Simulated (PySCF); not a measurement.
```xyz
3
charge 2 multiplicity 1, angstrom
Te    0.0000    0.0000    0.0000
O     0.0000    0.0000    1.7420
O     0.0000    0.0000   -1.7420
```

Method: PySCF, PBE0, basis Te x2c-TZVPall, O x2c-TZVPall (spin-free X2C, no spin–orbit coupling, density fitting).

This geometry of [TeO2]2+ is a stationary point at this level.

What is the point group?

D∞h.

Is it a minimum?

Yes: all harmonic wavenumbers are real, though the softest, 39 cm⁻¹, leaves little margin.

What are the dipole moment and the gap between the highest occupied and lowest empty levels?

0.00 D about the centre of mass and 4.66 eV.

Give the atomic charges and bond orders.


```json
{"atom": "Te1", "Mulliken": "1.91", "Löwdin": "2.11", "polar tensor": "1.73", "Mayer order to Te1": "–"}
{"atom": "O2,3", "Mulliken": "0.04", "Löwdin": "-0.06", "polar tensor": "0.13", "Mayer order to Te1": "2.07"}
```
Other Mayer orders above 0.3: O–O 0.40.

Give the ideal-gas entropy at 298.15 K and 1 bar by parts.

translation 172.3, rotation 61.5, vibration 45.4, spin 0.0; total 279.1 J/(mol K).

Other isomers or separated fragments may lie lower.
